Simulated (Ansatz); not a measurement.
Ansatz (a quantum-chemistry and plane-wave program) input (B3LYP-D3(BJ)/def2-TZVP):

Ansatz 0.2 input:
```yaml
crystal:
  periodic: [false, false, false]
  atoms:
    - {symbol: C, position_ang: [2.33366061, -0.11471121, -0.47978870]}
    - {symbol: C, position_ang: [1.48870776, -0.28541697, 0.73865778]}
    - {symbol: C, position_ang: [0.16342356, -0.24069237, 0.81715752]}
    - {symbol: C, position_ang: [-0.81123633, 0.04735126, -0.30362761]}
    - {symbol: C, position_ang: [-1.05271421, 1.49566583, -0.14476919]}
    - {symbol: C, position_ang: [-2.07767623, -0.79223918, -0.15575454]}
    - {symbol: H, position_ang: [1.73728787, -0.00478072, -1.38029268]}
    - {symbol: H, position_ang: [2.96080613, 0.77105920, -0.37251149]}
    - {symbol: H, position_ang: [2.99634470, -0.97222676, -0.59722894]}
    - {symbol: H, position_ang: [2.05119538, -0.46511859, 1.64745557]}
    - {symbol: H, position_ang: [-0.30829956, -0.35511875, 1.78410442]}
    - {symbol: H, position_ang: [-0.34484959, -0.16246796, -1.27002576]}
    - {symbol: H, position_ang: [-1.77035121, 1.84026349, 0.57553065]}
    - {symbol: H, position_ang: [-0.34207405, 2.20248670, -0.52780340]}
    - {symbol: H, position_ang: [-2.77615467, -0.56155096, -0.95696890]}
    - {symbol: H, position_ang: [-1.83545621, -1.85197593, -0.19763255]}
    - {symbol: H, position_ang: [-2.56366976, -0.58466401, 0.79508533]}
basis:
  gaussian:
    orbitals: def2-TZVP
hamiltonian:
  xc: b3lyp
  dispersion: d3bj
magnetization: {spin_polarized: true, initial_magnetization: 1}
relax: {f_tol: 0.002, max_steps: 150}
```

End of the output:

```
reference -6402.09394304 eV, -235.2726129116 hartree; 24, 23 occupied and 228, 229 virtual orbitals, 1564 factors
relax step  17: F+E_penalty+E_count = -6402.70784486 eV  Δ(F+E_penalty+E_count) = -1.307e-6 eV  max|allowed force component| = 8.638e-4 eV/Å  Δτ_max = 0.0009 Å  (39 SCF iters, accepted)
integrals: 0.19 GiB planned
1564 factors; their error is unknown
0.35 GiB of the device are held for the grids
1.51 GiB of device memory are held for the factors and their scratch space
mean field: 1.78 GiB planned
mean field evaluation 160: about -6402.0936 eV, gradient 9.0e-4 eV
mean field -6402.09361676 eV, -235.2726009211 hartree, gradient 1.0e-5 eV, S^2 0.754553; 1 other end points of the search recorded, 0 dependent functions left out
the calculation of the forces begins
reference -6402.09394304 eV, -235.2726129116 hartree; 24, 23 occupied and 228, 229 virtual orbitals, 1564 factors
Total energy: -6402.70817113 eV, -235.2951853777 hartree
Atom 0 at     2.342940    -0.262978    -0.498965 Å, force    -0.000185     0.000195     0.000462 eV/Å
Atom 1 at     1.516394    -0.298947     0.748550 Å, force    -0.000434     0.000155    -0.000519 eV/Å
Atom 2 at     0.200802    -0.123046     0.860772 Å, force     0.000864    -0.000263    -0.000255 eV/Å
Atom 3 at    -0.791940     0.170496    -0.243611 Å, force    -0.000442    -0.000441     0.000317 eV/Å
Atom 4 at    -1.237464     1.589586    -0.110820 Å, force     0.000044    -0.000680    -0.000091 eV/Å
Atom 5 at    -1.968729    -0.809496    -0.188146 Å, force     0.000480     0.000720    -0.000136 eV/Å
Atom 6 at     1.750647    -0.085157    -1.395143 Å, force    -0.000302    -0.000096    -0.000308 eV/Å
Atom 7 at     3.099361     0.525134    -0.437012 Å, force     0.000287     0.000315     0.000097 eV/Å
Atom 8 at     2.884128    -1.204104    -0.632738 Å, force     0.000182    -0.000271     0.000045 eV/Å
Atom 9 at     2.071749    -0.490228     1.662714 Å, force    -0.000081    -0.000031     0.000180 eV/Å
Atom 10 at    -0.238654    -0.166486     1.853675 Å, force    -0.000108     0.000091     0.000231 eV/Å
Atom 11 at    -0.287885     0.052355    -1.206419 Å, force    -0.000016     0.000156    -0.000193 eV/Å
Atom 12 at    -2.108321     1.838418     0.482494 Å, force    -0.000375     0.000150     0.000095 eV/Å
Atom 13 at    -0.582776     2.395299    -0.413685 Å, force     0.000444     0.000352    -0.000039 eV/Å
Atom 14 at    -2.685706    -0.598982    -0.983562 Å, force    -0.000174    -0.000050    -0.000011 eV/Å
Atom 15 at    -1.623419    -1.838929    -0.294257 Å, force    -0.000037    -0.000372    -0.000101 eV/Å
Atom 16 at    -2.492183    -0.727074     0.767738 Å, force    -0.000145     0.000073     0.000226 eV/Å
Dipole moment:     0.072646    -0.037533    -0.026507 e Å
```

It need not be the lowest isomer of its formula.
